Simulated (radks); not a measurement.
Question: The mean radii <r> (bohr) of the occupied orbitals of an atom or ion are listed with their occupations. All-electron calculation, non-relativistic Kohn-Sham, LB94 model potential, spin-polarised, spherical densities, point nucleus. Program: a radial shooting solver on a logarithmic mesh with Libxc functionals.

| orbital | occ. | <r> |
|---|---|---|
| 1s | 2 | 0.04361 |
| 2s | 2 | 0.1931 |
| 2p | 6 | 0.1665 |
| 3s | 2 | 0.5631 |
| 3p | 6 | 0.5681 |
| 3d | 10 | 0.5783 |
| 4s | 2 | 1.460 |

Name the element and its charge. Open shells, if any, are filled with parallel spins first.

Answer: Z = 35, bromine, charge +5: Br5+ in [Ar] 3d10 4s2. The 1s radius gives Z: for a bare nucleus <r> = 1.5/Z, 0.04286 bohr for Z = 35, and screening makes it slightly larger (0.04361 here). The occupations add up to 30, and the charge is Z minus that.
